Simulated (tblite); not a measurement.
Record of a relaxation.

C6H8ClSi (charge -1).
Bonds: C1–C2, C2–C3 (triple), C3–Si4, Si4–Cl5, Si4–C6, C6–C7, C7–C8, C6–C8. Hydrogens: H9, H10, H11 on C1; H12 on C6; H13, H14 on C7; H15, H16 on C8.
Bond orders are those of one Lewis drawing.

Computed with GFN2-xTB (tblite), gas phase: L-BFGS steps from a force-field or distance-geometry start until the largest atomic force falls under 0.01 eV/Å. 11 of its 168 geometries are shown.

Step 0: E = -632.6633 eV, largest atomic force 2.671 eV/Å
```
atom  x, y, z in Å  |  force x, y, z in eV/Å
C1      4.129    0.439    0.139   -0.735  -0.369   0.261
C2      2.705    0.136    0.389    1.960   0.218  -0.207
C3      1.563   -0.148    0.618   -2.242  -1.344  -0.397
Si4    -0.195   -0.567    0.911    0.777   2.097   1.461
Cl5    -0.662   -2.271    2.100    0.074  -0.462  -0.397
C6     -1.552    0.051   -0.211   -0.684  -1.552  -0.982
C7     -2.909   -0.615    0.011    0.151   0.481   0.644
C8     -2.684    0.838    0.370   -0.361  -0.042   0.070
H9      4.545   -0.339   -0.534   -0.075   0.561   0.034
H10     4.706    0.374    1.080   -0.180   0.343  -0.334
H11     4.145    1.444   -0.305    0.504  -0.354   0.104
H12    -1.319    0.105   -1.298   -0.124   0.631   0.713
H13    -3.578   -0.760   -0.854    0.398  -0.369   0.608
H14    -2.993   -1.299    0.887   -0.140   0.378  -1.125
H15    -2.650    1.054    1.454    0.111   0.068  -0.845
H16    -3.258    1.568   -0.234    0.566  -0.286   0.392
```

Step 17: E = -634.2609 eV, largest atomic force 0.232 eV/Å
```
atom  x, y, z in Å  |  force x, y, z in eV/Å
C1      4.011    0.361    0.124    0.014   0.052  -0.029
C2      2.602    0.013    0.284    0.112   0.065  -0.035
C3      1.413   -0.195    0.391   -0.001  -0.017   0.093
Si4    -0.198   -0.133    1.340   -0.094  -0.002  -0.020
Cl5    -0.520   -2.323    1.754    0.074  -0.217   0.033
C6     -1.500    0.027   -0.062    0.128  -0.003   0.143
C7     -2.839   -0.633    0.071    0.044   0.117  -0.004
C8     -2.694    0.834    0.345   -0.128  -0.104  -0.074
H9      4.552   -0.316   -0.551   -0.144   0.033   0.078
H10     4.511    0.348    1.101   -0.033  -0.030  -0.106
H11     4.081    1.379   -0.280    0.066  -0.088   0.007
H12    -1.158    0.169   -1.089   -0.028   0.074   0.012
H13    -3.365   -0.918   -0.840    0.030  -0.032   0.147
H14    -3.009   -1.308    0.902    0.045   0.095  -0.105
H15    -2.744    1.167    1.373   -0.008  -0.013   0.027
H16    -3.150    1.535   -0.340   -0.077   0.071  -0.166
```

Step 33: E = -634.3394 eV, largest atomic force 0.174 eV/Å
```
atom  x, y, z in Å  |  force x, y, z in eV/Å
C1      3.957    0.348    0.097    0.045  -0.004  -0.021
C2      2.542    0.129    0.374    0.045   0.017   0.014
C3      1.365   -0.070    0.561    0.039   0.064   0.047
Si4    -0.259   -0.187    1.482    0.011  -0.008   0.131
Cl5    -0.342   -2.498    1.560    0.003   0.008  -0.027
C6     -1.469    0.083    0.028    0.007   0.007  -0.018
C7     -2.782   -0.624    0.086   -0.132   0.087   0.032
C8     -2.721    0.860    0.299   -0.086  -0.061  -0.029
H9      4.342   -0.409   -0.592    0.009  -0.013  -0.021
H10     4.538    0.293    1.024   -0.028  -0.013  -0.005
H11     4.124    1.334   -0.348   -0.053  -0.014  -0.005
H12    -1.070    0.249   -0.969    0.083  -0.064  -0.139
H13    -3.261   -0.996   -0.816    0.086   0.055  -0.005
H14    -2.955   -1.266    0.939   -0.038   0.051   0.029
H15    -2.898    1.271    1.286    0.046  -0.117   0.018
H16    -3.117    1.492   -0.490   -0.036   0.005  -0.001
```

Step 50: E = -634.3605 eV, largest atomic force 0.036 eV/Å
```
atom  x, y, z in Å  |  force x, y, z in eV/Å
C1      3.934    0.334    0.082   -0.009   0.014   0.001
C2      2.531    0.177    0.451   -0.035  -0.005  -0.002
C3      1.357    0.051    0.707    0.007   0.002  -0.011
Si4    -0.299   -0.192    1.559    0.016   0.008  -0.009
Cl5    -0.255   -2.503    1.435    0.020  -0.017   0.010
C6     -1.457    0.073    0.054    0.010  -0.009   0.005
C7     -2.782   -0.621    0.086   -0.016   0.027  -0.004
C8     -2.714    0.862    0.274   -0.001  -0.024   0.007
H9      4.239   -0.448   -0.618   -0.010  -0.007   0.005
H10     4.570    0.269    0.970    0.001  -0.007   0.008
H11     4.103    1.305   -0.391   -0.016   0.009  -0.002
H12    -1.026    0.188   -0.942    0.022  -0.016  -0.010
H13    -3.208   -1.007   -0.835   -0.003   0.032   0.010
H14    -3.005   -1.240    0.944    0.001   0.029  -0.015
H15    -2.898    1.260    1.264   -0.007  -0.005   0.007
H16    -3.099    1.500   -0.517    0.020  -0.030   0.002
```

Step 67: E = -634.3643 eV, largest atomic force 0.028 eV/Å
```
atom  x, y, z in Å  |  force x, y, z in eV/Å
C1      3.902    0.341    0.077   -0.003   0.011  -0.004
C2      2.505    0.196    0.467   -0.014  -0.006   0.000
C3      1.334    0.080    0.739    0.005  -0.010   0.012
Si4    -0.314   -0.227    1.585    0.020  -0.005   0.004
Cl5    -0.152   -2.535    1.442   -0.012  -0.003  -0.009
C6     -1.448    0.038    0.063    0.015  -0.022   0.007
C7     -2.796   -0.610    0.075   -0.003   0.010   0.005
C8     -2.679    0.869    0.269   -0.010  -0.015  -0.003
H9      4.187   -0.449   -0.623    0.006  -0.001  -0.003
H10     4.551    0.273    0.955    0.001   0.002   0.005
H11     4.072    1.308   -0.405   -0.002   0.010  -0.002
H12    -0.996    0.134   -0.925   -0.001  -0.001  -0.020
H13    -3.225   -0.973   -0.854    0.007   0.006   0.018
H14    -3.053   -1.223    0.929   -0.009   0.013  -0.002
H15    -2.861    1.271    1.257   -0.006   0.005   0.009
H16    -3.034    1.517   -0.526    0.006   0.007  -0.018
```

Step 84: E = -634.3717 eV, largest atomic force 0.107 eV/Å
```
atom  x, y, z in Å  |  force x, y, z in eV/Å
C1      3.860    0.417    0.067   -0.030  -0.029   0.012
C2      2.479    0.171    0.476    0.053   0.025  -0.008
C3      1.331   -0.029    0.789   -0.069   0.001   0.011
Si4    -0.321   -0.384    1.622    0.018   0.001  -0.021
Cl5    -0.155   -2.675    1.404   -0.002  -0.023  -0.009
C6     -1.437   -0.079    0.092    0.103   0.019   0.023
C7     -2.849   -0.565    0.094   -0.071   0.016  -0.005
C8     -2.565    0.897    0.235   -0.007   0.026   0.012
H9      4.191   -0.347   -0.644   -0.019   0.033   0.019
H10     4.522    0.384    0.938   -0.015   0.034  -0.046
H11     3.955    1.399   -0.412   -0.014  -0.060   0.051
H12    -0.963   -0.078   -0.890   -0.001   0.004  -0.072
H13    -3.300   -0.913   -0.830    0.024  -0.004   0.025
H14    -3.208   -1.093    0.966    0.001  -0.054   0.035
H15    -2.729    1.348    1.207    0.032   0.023  -0.035
H16    -2.819    1.555   -0.591   -0.003  -0.011   0.009
```

Step 100: E = -634.3948 eV, largest atomic force 0.168 eV/Å
```
atom  x, y, z in Å  |  force x, y, z in eV/Å
C1      3.638    0.607    0.095   -0.009   0.010  -0.010
C2      2.363    0.090    0.575   -0.162  -0.010   0.001
C3      1.275   -0.302    0.920    0.117   0.053  -0.071
Si4    -0.380   -0.814    1.639   -0.047  -0.003   0.001
Cl5    -0.134   -3.066    1.189    0.003   0.003  -0.010
C6     -1.402   -0.365    0.081   -0.079   0.015   0.024
C7     -2.894   -0.376    0.198    0.019   0.044   0.047
C8     -2.162    0.930    0.116    0.029  -0.161  -0.037
H9      4.066   -0.059   -0.660    0.015   0.007   0.057
H10     4.345    0.711    0.922    0.040  -0.007  -0.028
H11     3.485    1.590   -0.362    0.051   0.003   0.011
H12    -1.023   -0.656   -0.902   -0.016   0.054   0.045
H13    -3.498   -0.679   -0.652    0.015   0.024   0.029
H14    -3.327   -0.662    1.151    0.007   0.055  -0.060
H15    -2.094    1.543    1.007    0.014  -0.063  -0.009
H16    -2.265    1.517   -0.792    0.002  -0.024   0.012
```

Step 117: E = -634.4120 eV, largest atomic force 0.035 eV/Å
```
atom  x, y, z in Å  |  force x, y, z in eV/Å
C1      3.491    0.731    0.132    0.013   0.012   0.013
C2      2.244    0.109    0.559   -0.009   0.001   0.003
C3      1.201   -0.408    0.879   -0.007  -0.013   0.005
Si4    -0.405   -1.060    1.607   -0.006   0.001  -0.007
Cl5    -0.082   -3.276    1.056    0.022   0.011  -0.005
C6     -1.458   -0.574    0.088   -0.017   0.003   0.006
C7     -2.898   -0.212    0.274   -0.001   0.012  -0.006
C8     -1.882    0.862    0.037   -0.012  -0.026  -0.016
H9      3.996    0.107   -0.610    0.012   0.005   0.016
H10     4.161    0.875    0.985    0.013  -0.020  -0.006
H11     3.293    1.709   -0.317   -0.007  -0.004  -0.009
H12    -1.225   -1.018   -0.879    0.001  -0.017  -0.011
H13    -3.610   -0.429   -0.517    0.015   0.025   0.020
H14    -3.329   -0.288    1.264    0.006  -0.018   0.020
H15    -1.609    1.493    0.875   -0.005   0.012  -0.024
H16    -1.895    1.388   -0.910   -0.020   0.016   0.000
```

Step 134: E = -634.4178 eV, largest atomic force 0.048 eV/Å
```
atom  x, y, z in Å  |  force x, y, z in eV/Å
C1      3.437    0.791    0.196    0.003  -0.019   0.001
C2      2.197    0.111    0.553    0.041  -0.021  -0.012
C3      1.176   -0.480    0.805   -0.032   0.007   0.000
Si4    -0.405   -1.196    1.518   -0.016  -0.011   0.015
Cl5    -0.054   -3.374    0.862    0.015   0.007  -0.005
C6     -1.527   -0.666    0.064    0.009  -0.005   0.009
C7     -2.871   -0.091    0.387   -0.005  -0.035  -0.012
C8     -1.760    0.807   -0.060   -0.028   0.018   0.008
H9      4.003    0.197   -0.526    0.003   0.025   0.021
H10     4.057    0.944    1.085    0.007   0.011  -0.026
H11     3.220    1.766   -0.250    0.014  -0.009   0.012
H12    -1.475   -1.214   -0.876   -0.006   0.000  -0.008
H13    -3.699   -0.252   -0.296   -0.002   0.015   0.020
H14    -3.175   -0.050    1.426    0.008   0.021  -0.016
H15    -1.296    1.450    0.678   -0.015  -0.001  -0.016
H16    -1.835    1.266   -1.040    0.004  -0.003   0.009
```

Step 150: E = -634.4208 eV, largest atomic force 0.030 eV/Å
```
atom  x, y, z in Å  |  force x, y, z in eV/Å
C1      3.456    0.787    0.230   -0.001  -0.001   0.003
C2      2.209    0.104    0.553   -0.007   0.006  -0.008
C3      1.160   -0.453    0.772    0.006   0.004  -0.008
Si4    -0.398   -1.225    1.475   -0.008  -0.004   0.004
Cl5     0.026   -3.364    0.730   -0.004   0.008   0.001
C6     -1.574   -0.688    0.065    0.018  -0.024  -0.003
C7     -2.876   -0.053    0.442   -0.016  -0.007   0.004
C8     -1.768    0.786   -0.111    0.000   0.019  -0.004
H9      4.045    0.201   -0.480   -0.004  -0.006  -0.005
H10     4.056    0.938    1.133    0.005   0.003   0.012
H11     3.249    1.765   -0.215    0.008  -0.004   0.000
H12    -1.602   -1.276   -0.852    0.010  -0.007  -0.012
H13    -3.753   -0.210   -0.178   -0.003  -0.005   0.004
H14    -3.110    0.048    1.494   -0.006   0.001   0.016
H15    -1.243    1.446    0.569    0.004   0.009   0.000
H16    -1.886    1.203   -1.104   -0.003   0.007  -0.006
```

Step 167: E = -634.4241 eV, largest atomic force 0.009 eV/Å
```
atom  x, y, z in Å  |  force x, y, z in eV/Å
C1      3.577    0.713    0.207   -0.003   0.002  -0.002
C2      2.279    0.133    0.531   -0.006   0.000  -0.003
C3      1.190   -0.341    0.748   -0.005  -0.003   0.005
Si4    -0.378   -1.060    1.490   -0.003   0.001  -0.005
Cl5     0.048   -3.236    0.860   -0.002   0.001  -0.001
C6     -1.556   -0.607    0.054    0.006  -0.002  -0.004
C7     -2.943   -0.161    0.400   -0.001  -0.002   0.009
C8     -1.929    0.839   -0.059    0.001  -0.003   0.003
H9      4.116    0.077   -0.499    0.003   0.000  -0.001
H10     4.185    0.820    1.110    0.001  -0.002   0.003
H11     3.451    1.702   -0.243    0.005   0.002  -0.003
H12    -1.470   -1.140   -0.892    0.002  -0.006   0.005
H13    -3.766   -0.396   -0.266    0.000   0.002  -0.006
H14    -3.232   -0.146    1.444    0.007   0.001  -0.005
H15    -1.521    1.522    0.675   -0.002   0.007  -0.003
H16    -2.058    1.290   -1.038   -0.002   0.001   0.007
```

Question: Summarise the path.

Answer: The energy falls by 169.89 kJ/mol from step 0 to step 167; nine tenths of that is first reached at step 16. It rises by more than 0.2 meV at steps 92 and 128. The largest force goes from 2.671 to 0.009 eV/Å. Among the bonds Si4–Cl5 changes most, from 2.129 to 2.306 Å; the atoms move by 0.981 Å rms after alignment.

Question: Follow the three bonds and two angles with the largest change from start to end.

Answer: 
```json
{"step": "0", "E above end (kJ/mol)": "169.89", "largest force (eV/Å)": "2.671", "Si4–Cl5 (Å)": "2.129", "C3–Si4 (Å)": "1.831", "Si4–C6 (Å)": "1.867", "C3–Si4–C6 (°)": "121.7", "C3–Si4–Cl5 (°)": "118.9"}
{"step": "7", "E above end (kJ/mol)": "34.74", "largest force (eV/Å)": "0.384", "Si4–Cl5 (Å)": "2.346", "C3–Si4 (Å)": "1.891", "Si4–C6 (Å)": "1.952", "C3–Si4–C6 (°)": "110.5", "C3–Si4–Cl5 (°)": "104.4"}
{"step": "15", "E above end (kJ/mol)": "17.48", "largest force (eV/Å)": "0.328", "Si4–Cl5 (Å)": "2.266", "C3–Si4 (Å)": "1.871", "Si4–C6 (Å)": "1.912", "C3–Si4–C6 (°)": "104.1", "C3–Si4–Cl5 (°)": "100.9"}
{"step": "22", "E above end (kJ/mol)": "11.91", "largest force (eV/Å)": "0.230", "Si4–Cl5 (Å)": "2.299", "C3–Si4 (Å)": "1.875", "Si4–C6 (Å)": "1.910", "C3–Si4–C6 (°)": "100.3", "C3–Si4–Cl5 (°)": "98.5"}
{"step": "29", "E above end (kJ/mol)": "9.89", "largest force (eV/Å)": "0.186", "Si4–Cl5 (Å)": "2.327", "C3–Si4 (Å)": "1.875", "Si4–C6 (Å)": "1.917", "C3–Si4–C6 (°)": "100.3", "C3–Si4–Cl5 (°)": "97.1"}
{"step": "36", "E above end (kJ/mol)": "7.39", "largest force (eV/Å)": "0.133", "Si4–Cl5 (Å)": "2.300", "C3–Si4 (Å)": "1.873", "Si4–C6 (Å)": "1.921", "C3–Si4–C6 (°)": "98.6", "C3–Si4–Cl5 (°)": "96.3"}
{"step": "44", "E above end (kJ/mol)": "6.27", "largest force (eV/Å)": "0.062", "Si4–Cl5 (Å)": "2.325", "C3–Si4 (Å)": "1.874", "Si4–C6 (Å)": "1.917", "C3–Si4–C6 (°)": "99.1", "C3–Si4–Cl5 (°)": "95.4"}
{"step": "51", "E above end (kJ/mol)": "6.10", "largest force (eV/Å)": "0.045", "Si4–Cl5 (Å)": "2.315", "C3–Si4 (Å)": "1.877", "Si4–C6 (Å)": "1.918", "C3–Si4–C6 (°)": "99.0", "C3–Si4–Cl5 (°)": "94.9"}
{"step": "58", "E above end (kJ/mol)": "5.88", "largest force (eV/Å)": "0.030", "Si4–Cl5 (Å)": "2.314", "C3–Si4 (Å)": "1.877", "Si4–C6 (Å)": "1.916", "C3–Si4–C6 (°)": "98.4", "C3–Si4–Cl5 (°)": "94.0"}
{"step": "65", "E above end (kJ/mol)": "5.79", "largest force (eV/Å)": "0.019", "Si4–Cl5 (Å)": "2.317", "C3–Si4 (Å)": "1.877", "Si4–C6 (Å)": "1.917", "C3–Si4–C6 (°)": "97.9", "C3–Si4–Cl5 (°)": "94.2"}
{"step": "73", "E above end (kJ/mol)": "5.62", "largest force (eV/Å)": "0.059", "Si4–Cl5 (Å)": "2.320", "C3–Si4 (Å)": "1.877", "Si4–C6 (Å)": "1.917", "C3–Si4–C6 (°)": "97.7", "C3–Si4–Cl5 (°)": "94.6"}
{"step": "80", "E above end (kJ/mol)": "5.22", "largest force (eV/Å)": "0.064", "Si4–Cl5 (Å)": "2.314", "C3–Si4 (Å)": "1.880", "Si4–C6 (Å)": "1.917", "C3–Si4–C6 (°)": "97.4", "C3–Si4–Cl5 (°)": "94.9"}
{"step": "87", "E above end (kJ/mol)": "4.71", "largest force (eV/Å)": "0.145", "Si4–Cl5 (Å)": "2.310", "C3–Si4 (Å)": "1.888", "Si4–C6 (Å)": "1.914", "C3–Si4–C6 (°)": "96.5", "C3–Si4–Cl5 (°)": "94.6"}
{"step": "94", "E above end (kJ/mol)": "3.50", "largest force (eV/Å)": "0.110", "Si4–Cl5 (Å)": "2.314", "C3–Si4 (Å)": "1.880", "Si4–C6 (Å)": "1.916", "C3–Si4–C6 (°)": "95.8", "C3–Si4–Cl5 (°)": "95.2"}
{"step": "102", "E above end (kJ/mol)": "2.48", "largest force (eV/Å)": "0.129", "Si4–Cl5 (Å)": "2.307", "C3–Si4 (Å)": "1.879", "Si4–C6 (Å)": "1.913", "C3–Si4–C6 (°)": "95.3", "C3–Si4–Cl5 (°)": "95.1"}
{"step": "109", "E above end (kJ/mol)": "1.64", "largest force (eV/Å)": "0.098", "Si4–Cl5 (Å)": "2.301", "C3–Si4 (Å)": "1.879", "Si4–C6 (Å)": "1.913", "C3–Si4–C6 (°)": "94.1", "C3–Si4–Cl5 (°)": "95.0"}
{"step": "116", "E above end (kJ/mol)": "1.22", "largest force (eV/Å)": "0.057", "Si4–Cl5 (Å)": "2.306", "C3–Si4 (Å)": "1.880", "Si4–C6 (Å)": "1.911", "C3–Si4–C6 (°)": "94.2", "C3–Si4–Cl5 (°)": "96.7"}
{"step": "123", "E above end (kJ/mol)": "0.99", "largest force (eV/Å)": "0.058", "Si4–Cl5 (Å)": "2.304", "C3–Si4 (Å)": "1.879", "Si4–C6 (Å)": "1.911", "C3–Si4–C6 (°)": "94.5", "C3–Si4–Cl5 (°)": "97.1"}
{"step": "131", "E above end (kJ/mol)": "0.73", "largest force (eV/Å)": "0.036", "Si4–Cl5 (Å)": "2.302", "C3–Si4 (Å)": "1.878", "Si4–C6 (Å)": "1.912", "C3–Si4–C6 (°)": "95.1", "C3–Si4–Cl5 (°)": "97.2"}
{"step": "138", "E above end (kJ/mol)": "0.49", "largest force (eV/Å)": "0.052", "Si4–Cl5 (Å)": "2.299", "C3–Si4 (Å)": "1.877", "Si4–C6 (Å)": "1.912", "C3–Si4–C6 (°)": "96.0", "C3–Si4–Cl5 (°)": "96.9"}
{"step": "145", "E above end (kJ/mol)": "0.36", "largest force (eV/Å)": "0.032", "Si4–Cl5 (Å)": "2.301", "C3–Si4 (Å)": "1.877", "Si4–C6 (Å)": "1.913", "C3–Si4–C6 (°)": "96.8", "C3–Si4–Cl5 (°)": "96.2"}
{"step": "152", "E above end (kJ/mol)": "0.30", "largest force (eV/Å)": "0.042", "Si4–Cl5 (Å)": "2.307", "C3–Si4 (Å)": "1.876", "Si4–C6 (Å)": "1.913", "C3–Si4–C6 (°)": "96.8", "C3–Si4–Cl5 (°)": "96.1"}
{"step": "160", "E above end (kJ/mol)": "0.06", "largest force (eV/Å)": "0.035", "Si4–Cl5 (Å)": "2.305", "C3–Si4 (Å)": "1.876", "Si4–C6 (Å)": "1.911", "C3–Si4–C6 (°)": "97.0", "C3–Si4–Cl5 (°)": "95.8"}
{"step": "167", "E above end (kJ/mol)": "0.00", "largest force (eV/Å)": "0.009", "Si4–Cl5 (Å)": "2.306", "C3–Si4 (Å)": "1.877", "Si4–C6 (Å)": "1.912", "C3–Si4–C6 (°)": "97.3", "C3–Si4–Cl5 (°)": "95.7"}
```

Hardware: one thread, Arm Neoverse N1, shared host.
